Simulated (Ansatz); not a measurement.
These are frozen-core CCSD(T)/cc-pVTZ // r2SCAN-D4/def2-TZVP (Ansatz, an electronic-structure program) values and carry that method's errors.

Ansatz 0.2 input:
```yaml
crystal:
  periodic: [false, false, false]
  atoms:
    - { symbol: N, position_ang: [-1.518875, -0.906711, 0.468731] }
    - { symbol: Al, position_ang: [-0.000085, -0.000007, 0.357749] }
    - { symbol: N, position_ang: [-0.031463, 1.762084, 0.170319] }
    - { symbol: N, position_ang: [1.550292, -0.855351, 0.434021] }
    - { symbol: H, position_ang: [-2.433356, -0.533183, 0.272116] }
    - { symbol: H, position_ang: [-1.598918, -1.873984, 0.737735] }
    - { symbol: H, position_ang: [0.763268, 2.334839, -0.063807] }
    - { symbol: H, position_ang: [-0.846616, 2.343109, 0.281321] }
    - { symbol: H, position_ang: [2.450194, -0.416657, 0.544017] }
    - { symbol: H, position_ang: [1.665572, -1.854133, 0.373874] }
basis:
  gaussian: { orbitals: cc-pVTZ }
correlation:
  method: ccsd_t
```

Output:

```
Functional definition: HF
1207 factors; integrals over basis functions are off by at most 1.4e-3 eV
mean field evaluation 1: about -11121.9688 eV, gradient 5.7e1 eV
mean field evaluation 2: about -11122.0438 eV, gradient 5.7e1 eV
mean field evaluation 4: about -11128.2958 eV, gradient 2.9e0 eV
mean field evaluation 8: about -11128.3451 eV, gradient 1.3e-1 eV
mean field evaluation 16: about -11126.3167 eV, gradient 3.2e1 eV
mean field -11128.34514095 eV, -408.9591408666 hartree, gradient 3.0e-6 eV, S^2 0.000000; 0 other end points of the search recorded, 0 dependent functions left out
8 core orbitals not correlated
reference -11128.34514095 eV, -408.9591408666 hartree; 12, 12 occupied and 188, 188 virtual orbitals, 1207 factors
second order -19.82539562 eV of doubles, -0.00000000 eV of singles
cycle   1  -20.07325760 eV  change   -2.5e-1 eV  update   7.7e-2
cycle   2  -20.47320943 eV  change   -4.0e-1 eV  update   2.2e-2
cycle   3  -20.55258708 eV  change   -7.9e-2 eV  update   1.0e-2
cycle   4  -20.54547211 eV  change    7.1e-3 eV  update   2.4e-3
cycle   5  -20.54609525 eV  change   -6.2e-4 eV  update   1.1e-3
cycle   6  -20.54611424 eV  change   -1.9e-5 eV  update   2.7e-4
cycle   7  -20.54594507 eV  change    1.7e-4 eV  update   8.9e-5
cycle   8  -20.54593199 eV  change    1.3e-5 eV  update   2.9e-5
perturbative correction -0.75245838 eV, -0.0276523354 hartree
Total energy: -11149.64353132 eV, -409.7418422761 hartree
```

Cost: roughly 70 core-seconds.
